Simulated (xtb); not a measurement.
A geometry relaxed with xtb with GFN2-xTB, charge 0, multiplicity 1:

```xyz
4

Cl    -0.4491     2.2518     0.0155
In     0.0000     0.0000     0.0000
Cl     2.1747    -0.7370    -0.0035
Cl    -1.7256    -1.5148    -0.0119
```

Task: Write the SMILES of this molecule.

Result: `[Cl][In]([Cl])[Cl]`
